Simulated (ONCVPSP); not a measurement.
# What one change does to a pseudopotential (H (Z = 1), ONCV)

* Element: H (Z = 1)
* Generator: ONCVPSP 4.0.1
* Type: optimised norm-conserving Vanderbilt (ONCV)
* Functional: PBE
* Relativity: non-relativistic
* Frozen core: none
* Valence charge: 1
* Reference configuration: 1s1
* Partial waves: 1s: rc 0.75 bohr, ncon 4, nbas 9, qcut 8.9 1/bohr, 2 projectors, debl 0.8 Ha; p scattering state at 0.05 Ha: rc 0.60 bohr, ncon 4, nbas 7, qcut 14 1/bohr, local
* Local potential: the p channel
* Core correction: none

All-electron outer shells of the reference configuration (PBE, non-relativistic, ld1.x):

```tsv
shell	level (eV)	outermost node (bohr)	outermost maximum (bohr)
1s	-6.49	–	1.03
```

Change: all radii scaled by about 0.89 (s 0.66, p 0.54 bohr).

Cutoffs: the cutoffs (Ha) at which the residual kinetic energy of the hardest occupied pseudo-wave falls to 1 and 0.1 mHa per electron; they do not see the model core or the augmentation charge, which bear on the density cutoff. Errors are all-electron minus pseudo energies relative to the spin-unpolarised reference configuration.

**Question.** Predict the effect on cutoff, ghosts and configuration errors.

**Answer.** The potential gets harder (24 Ha and 38 Ha → 27 Ha and 47 Ha); neither file shows a bound ghost. A smaller radius makes the pseudo-wave follow the all-electron one further in, where it bends more sharply, so more plane waves are needed.

```csv
quantity,base,changed
"cutoff, loose",24 Ha,27 Ha
"cutoff, tight",38 Ha,47 Ha
bound ghosts,none,none
GHOST(+) flags under 300 eV,none,none
"error for 1s0.5, meV [ΔE 4.76 eV]",+0.3,+0.2
```
